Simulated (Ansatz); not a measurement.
A structure relaxed at PBE0-D4/def2-TZVP, charge 0, multiplicity 1:

Cartesian coordinates in Å:
```
F -0.548 -2.548 1.129
C -1.230 -1.406 0.893
F -1.694 -0.943 2.074
C -0.353 -0.413 0.273
C 0.336 0.399 -0.271
C 1.187 1.395 -0.926
F 2.240 1.699 -0.170
F 0.510 2.520 -1.160
F 1.639 0.938 -2.095
H -2.087 -1.640 0.252
```

Problem. Give its formula and SMILES.

Solution. C4HF5, `FC(F)C#CC(F)(F)F`.

Problem. Point group (tolerance 0.08 Å, 0.16 Å for H)?

Solution. Cs.

Problem. Summarise the bond lengths by kind.

Solution. 5 × C–F 1.332 to 1.351 Å; 3 × C–C 1.196 to 1.464 Å; 1 × C–H 1.095 Å.

Program: Ansatz 0.2.0.
